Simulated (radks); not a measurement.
Results of a calculation; reference values are marked as such.
Ionisation ladder of europium, from Eu54+ to Eu62+ (ions without a valid solution omitted). Each ion is in the ground configuration listed by NIST, and IE = E(next ion) - E(this ion), with E = 0 for the bare nucleus. Level of theory: scalar-relativistic Kohn-Sham, SCAN, spin-polarised, spherical densities, finite nucleus; open shells are filled with parallel spins first (spin-orbit coupling, left out, can overturn this in heavy ions); meta-GGA in the generalised Kohn-Sham scheme; Fermi nuclear charge, rms radius 5.1115 fm (a radial shooting solver on a logarithmic mesh with Libxc functionals).

species  configuration  E (hartree)  IE, Delta-SCF (eV)  <r> HOMO (bohr)  IE, NIST (eV)    kind  error (eV)
Eu54+     [He] 2s2 2p5   -7362.2060             11374.6           0.0815          11153  theory      +221.6
Eu58+     [He] 2s2 2p1   -5623.7672             12551.6           0.0793          13050  theory      -498.4
Eu59+         [He] 2s2   -5162.5047             13484.2           0.0905          13462  theory       +22.2
Eu60+         [He] 2s1   -4666.9677             13757.3           0.0901        13738.6  theory       +18.8
Eu61+             [He]   -4161.3946               56037           0.0222        55865.9  theory      +171.3
Eu62+              1s1   -2102.0653               57200           0.0220        57120.6  theory       +79.5

Reference values: NIST Atomic Spectra Database (exp. = measured, semi-emp. = semi-empirical, theory = theoretical value adopted there). The ionisation energy per charge of the ion left behind rises most, in proportion, at Eu61+ ([He]), from 225.53 to 903.83 eV. Open shells are spherical and high-spin; term and fine-structure splittings are not resolved. Spin-orbit splitting is averaged out at the scalar-relativistic level.
